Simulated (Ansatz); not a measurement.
Relaxation of BCl2H4P (8 atoms, charge 0, multiplicity 1), to a largest force component of 0.03 eV/Å in at most 50 steps.

Computed with RKS CAM-B3LYP/6-31G* in Ansatz.

```xyz
8
Properties=species:S:1:pos:R:3
B -0.019 0.189 0.005
H 0.024 0.506 1.148
Cl 1.464 0.086 -0.916
Cl -1.577 0.106 -0.789
P 0.064 -2.725 1.138
H -0.441 -2.607 -0.177
H 1.417 -2.638 0.733
H -0.035 -1.340 1.430
```

Question: Where does it end, and by what steps?

Answer: The run converged. The force dipped under the threshold on the way, but the program's further checks kept it going. After 13 steps the energy has fallen by 0.243 eV; H8 moved furthest, 0.68 Å.

| step | energy less start (eV) | largest force component (eV/Å) | accepted |
| --- | --- | --- | --- |
| 0 | 0.0000 | 0.586 | yes |
| 1 | -0.1093 | 0.571 | yes |
| 2 | -0.1724 | 0.821 | yes |
| 3 | -0.1786 | 0.867 | yes |
| 4 | -0.1978 | 0.855 | yes |
| 5 | -0.2371 | 0.243 | yes |
| 6 | -0.2404 | 0.157 | yes |
| 7 | -0.2418 | 0.096 | yes |
| 8 | -0.2423 | 0.086 | yes |
| 9 | -0.2390 | 0.350 | no |
| 10 | -0.2393 | 0.252 | no |
| 11 | -0.2427 | 0.021 | yes |
| 12 | -0.2432 | 0.053 | yes |
| 13 | -0.2432 | 0.025 | yes |

```xyz
8
Properties=species:S:1:pos:R:3
B -0.025 0.668 -0.186
H 0.034 0.885 0.978
Cl 1.444 0.534 -1.112
Cl -1.581 0.493 -0.950
P 0.149 -3.227 1.259
H -0.446 -2.966 -0.002
H 1.452 -2.880 0.822
H -0.130 -1.930 1.764
```

Whether the end is a true minimum wasn't checked by a vibrational analysis.

Run time: 23 s on 2 threads of Intel(R) Xeon(R) 6975P-C (Granite Rapids), with other jobs on the host, peak memory 0.21 GiB.
